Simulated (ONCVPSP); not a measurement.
## An all-electron radial function and its pseudo partner (arsenic)

Columns: radius, all-electron u(r) and pseudo u(r) of the 4p shell (level -5.67 eV) of arsenic in the configuration [Ar] 3d10 4s1.5 4p3.5; LDA (Perdew-Zunger), scalar-relativistic, ONCV scheme, ONCVPSP 4.0.1.

| r (bohr) | all-electron | pseudo |
| --- | --- | --- |
| 0.088 | 0.1695 | 0.0021 |
| 0.175 | 0.0904 | 0.0086 |
| 0.262 | -0.1005 | 0.0197 |
| 0.350 | -0.2407 | 0.0362 |
| 0.438 | -0.2896 | 0.0587 |
| 0.525 | -0.2642 | 0.0871 |
| 0.612 | -0.1923 | 0.1218 |
| 0.700 | -0.0943 | 0.1632 |
| 0.788 | 0.0130 | 0.2101 |
| 0.875 | 0.1186 | 0.2607 |
| 0.962 | 0.2178 | 0.3142 |
| 1.050 | 0.3086 | 0.3693 |
| 1.138 | 0.3884 | 0.4236 |
| 1.225 | 0.4562 | 0.4747 |
| 1.312 | 0.5130 | 0.5214 |
| 1.400 | 0.5602 | 0.5632 |
| 1.487 | 0.5974 | 0.5981 |
| 1.575 | 0.6264 | 0.6265 |
| 1.662 | 0.6476 | 0.6476 |
| 1.750 | 0.6623 | 0.6623 |
| 1.838 | 0.6710 | 0.6710 |
| 1.925 | 0.6747 | 0.6747 |
| 2.012 | 0.6740 | 0.6740 |
| 2.100 | 0.6697 | 0.6697 |
| 2.188 | 0.6622 | 0.6622 |
| 2.275 | 0.6522 | 0.6522 |

Question: How many radial nodes do the two functions have?

Answer: The all-electron 4p function has n − l − 1 = 2; the pseudo-wave has 0, since the states of the same l below it are removed with the core.

Question: At about which radius was the pseudo-wave matched?

Answer: 1.65 bohr, where the columns begin to agree (steps of 0.09 bohr).

Question: Where does each function peak?

Answer: Outermost all-electron maximum near 1.93 bohr, pseudo maximum near 1.93 bohr (to the table’s step).

Question: Is the pseudo-wave norm-conserving?

Answer: Yes: the ONCV scheme keeps the norm inside the radius equal to the all-electron one, which fixes the energy derivative of the logarithmic derivative at the level.
